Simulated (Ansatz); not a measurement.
Calculated with Ansatz (gas phase, PBE0-D4/def2-TZVP geometries, no zero-point term in ΔE). CCSD(T)/CBS adds triple-zeta CCSD(T) − MP2 to the extrapolated MP2 energy (def2 sets, frozen cores). DFT in def2-TZVPP. Each species was taken in one conformer, which may not be the lowest.

`C[SiH2]N[SiH](O)O` → `CN([SiH2]O)[SiH2]O`  (isomerisation)

| level | ΔE (eV) |
| --- | --- |
| PBE | 1.06 |
| SCS-MP2/def2-QZVPP | 1.05 |

Question: What does CCSD(T)/CBS give? (Estimate.)

Answer: The calculation gave: +1.07 eV. The listed levels differ from it by -0.01, -0.02 eV.

Largest T1 diagnostic among the species: 0.011.

The D4 term adds −0.07 eV with B3LYP and −0.04 eV with PBE0; it sums over pairs of atoms, weighted by their polarisabilities, and B3LYP, whose exchange is more repulsive, gets the larger term. In def2-TZVPP, CCSD(T) changes the Hartree–Fock value by −0.07 eV (the triples alone add −0.02 eV) and MP2 by −0.05 eV.

B3LYP here is the variant with VWN-RPA as its local correlation; programs differ in this.
